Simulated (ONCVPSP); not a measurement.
## Before and after: ONCV potential for Bi

bismuth (Bi), optimised norm-conserving Vanderbilt (ONCV), made with ONCVPSP 4.0.1 (PBE, scalar-relativistic). Core [Kr] 4d10 4f14, reference 5s2 5p6 5d10 6s2 6p3. Waves: 5s+6s: rc 1.25 bohr, ncon 4, nbas 7, qcut 9.6 1/bohr, 2 projectors; 5p+6p: rc 1.75 bohr, ncon 4, nbas 8, qcut 6.3 1/bohr, 2 projectors; 5d: rc 1.85 bohr, ncon 4, nbas 9, qcut 9.4 1/bohr, 3 projectors, debl 2.9 Ha. Local part: polynomial inside 0.80 bohr (lpopt 5, dvloc0 0 Ha). Core correction: none.

Change: s: nbas 9.

Cutoffs: the cutoffs (Ha) at which the residual kinetic energy of the hardest occupied pseudo-wave falls to 1 and 0.1 mHa per electron; they do not see the model core or the augmentation charge, which bear on the density cutoff. Errors are all-electron minus pseudo energies relative to the spin-unpolarised reference configuration.

Problem. What does the change do?

Solution. The potential gets neither clearly harder nor softer (38 Ha and 43 Ha → 37 Ha and 42 Ha); both files keep a bound ghost (s); the number of tests with a reliable result goes from 4 to 0.

| quantity | base | changed |
| --- | --- | --- |
| cutoff, loose | 38 Ha | 37 Ha |
| cutoff, tight | 43 Ha | 42 Ha |
| loose cutoff by channel | s 38 Ha, p 18 Ha, d 27 Ha | s 37 Ha, p 18 Ha, d 27 Ha |
| bound ghosts | s | s |
| GHOST(+) flags under 300 eV | p at 184.4 eV | p at 184.4 eV |
| tests with a reliable result | 4 of 4 | 0 of 4 |
| s: phases at 1.27 bohr within 0.05 rad from the reference energy up to (Ha; the scan ends near 5) | to the end of the scan | to the end of the scan |
| p: phases at 1.77 bohr within 0.05 rad from the reference energy up to (Ha; the scan ends near 5) | to the end of the scan | to the end of the scan |
| d: phases at 1.88 bohr within 0.05 rad from the reference energy up to (Ha; the scan ends near 5) | to the end of the scan | to the end of the scan |

 A true bound ghost makes a file unfit for plane-wave use even where its test errors are small: the radial tests pick states by their node count and pass the ghost by.
